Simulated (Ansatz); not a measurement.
`[CH3][Ga]([NH2])[Cl]` + H₂ → `[CH3][GaH][NH2]` + HCl at 600 K and 1 bar (hydrogenolysis of a Ga–Cl bond).

Program: Ansatz. Geometries: PBE0-D4/def2-TZVP. ΔE: electronic, gas phase. CCSD(T)/CBS adds triple-zeta CCSD(T) − MP2 to the extrapolated MP2 energy (def2 sets, frozen cores). This one scheme is used for every species. For Ga outer-core shells are correlated without core-valence functions, which leaves a few kJ/mol of doubt a bond. Scalar relativity is left out up to krypton. Each species was taken in one conformer, which may not be the lowest.

| species | CCSD(T)/CBS energy (Eh) | H − E (kJ/mol) | S (J/(mol·K)) |
| --- | --- | --- | --- |
| `[CH3][Ga]([NH2])[Cl]` | -2479.57899 | 223.1 | 444.6 |
| H₂ | -1.17544 | 43.9 | 150.8 |
| `[CH3][GaH][NH2]` | -2020.32995 | 230.7 | 398.0 |
| HCl | -460.38127 | 35.4 | 207.2 |

H − E and S are ideal-gas, rigid-rotor, harmonic terms from PBE0-D4/def2-TZVP, for one conformer and one mirror image of each species. The MP2-based limit puts H₂ 0.8 mEh under its directly extrapolated value; such offsets cancel only in part. 1 Eh = 2625.50 kJ/mol, R = 8.31446 J/(mol·K).

**Question.** By hand: ΔE, ΔH, ΔS and ΔG.

**Answer.** ΔE = (-2020.32995) + (-460.38127) − (-2479.57899) − (-1.17544) = 0.04321 Eh = 113.4 kJ/mol. Δ(H − E) = 230.7 + 35.4 − 223.1 − 43.9 = -0.9, so ΔH = 112.5 kJ/mol. ΔS = 398.0 + 207.2 − 444.6 − 150.8 = 9.8 J/(mol·K). ΔG = 112.5 − 600 × (9.8)/1000 = 106.6 kJ/mol.

**Question.** By hand: the equilibrium constant, and the temperature at which ΔG would vanish if ΔH and ΔS stayed fixed.

**Answer.** log₁₀ K = −ΔG/(RT ln 10) = -9.3. ΔG = 0 at ΔH/ΔS = 11480 K, far beyond where these terms or the molecules hold.

The number of gas molecules stays the same, so ΔS is small and ΔH decides. A doubt of 5 kJ/mol in ΔE shifts log₁₀ K by 0.4 here. Other conformers and mirror images would add mixing entropy, several J/(mol·K) or more a flexible species. Modes under 60 cm⁻¹, often nearly free rotors, make the harmonic entropy too high. These are equilibria of isolated gas molecules and say nothing of rates. Largest T1 diagnostic: 0.013 (customary marks: 0.02 for closed shells, 0.045 for open ones).
